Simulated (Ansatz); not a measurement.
`F[SiH2][Si](Cl)(Cl)Cl` + `[SiH3]S` → `F[SiH2]S[SiH3]` + `Cl[SiH](Cl)Cl` at 600 K and 1 bar (cleavage of the Si–Si bond).

Program: Ansatz. Geometries: PBE0-D4/def2-TZVP. ΔE: electronic, gas phase. CCSD(T)/CBS is the MP2 limit (def2-TZVPP, def2-QZVPP) plus CCSD(T) − MP2 in def2-TZVPP, frozen cores. This one scheme is used for every species. Each species was taken in one conformer, which may not be the lowest.

| species | CCSD(T)/CBS energy (Eh) | H − E (kJ/mol) | S (J/(mol·K)) |
| --- | --- | --- | --- |
| `F[SiH2][Si](Cl)(Cl)Cl` | -2058.70441 | 137.1 | 506.3 |
| `[SiH3]S` | -689.27336 | 126.3 | 326.2 |
| `F[SiH2]S[SiH3]` | -1078.84190 | 184.4 | 442.7 |
| `Cl[SiH](Cl)Cl` | -1669.16736 | 79.2 | 373.7 |

H − E and S are ideal-gas, rigid-rotor, harmonic terms from PBE0-D4/def2-TZVP, for one conformer and one mirror image of each species. 1 Eh = 2625.50 kJ/mol, R = 8.31446 J/(mol·K).

Task: By hand: ΔE, ΔH, ΔS and ΔG.

Result: ΔE = (-1078.84190) + (-1669.16736) − (-2058.70441) − (-689.27336) = -0.03149 Eh = -82.7 kJ/mol. Δ(H − E) = 184.4 + 79.2 − 137.1 − 126.3 = 0.2, so ΔH = -82.5 kJ/mol. ΔS = 442.7 + 373.7 − 506.3 − 326.2 = -16.1 J/(mol·K). ΔG = -82.5 − 600 × (-16.1)/1000 = -72.8 kJ/mol.

Task: By hand: the equilibrium constant, and the temperature at which ΔG would vanish if ΔH and ΔS stayed fixed.

Result: log₁₀ K = −ΔG/(RT ln 10) = 6.3. ΔG = 0 at ΔH/ΔS = 5124 K, far beyond where these terms or the molecules hold.

ΔH outweighs TΔS. A doubt of 5 kJ/mol in ΔE shifts log₁₀ K by 0.4 here. Other conformers and mirror images would add mixing entropy, several J/(mol·K) or more a flexible species. Modes under 60 cm⁻¹, often nearly free rotors, make the harmonic entropy too high. These are equilibria of isolated gas molecules and say nothing of rates. Largest T1 diagnostic: 0.012 (customary marks: 0.02 for closed shells, 0.045 for open ones).
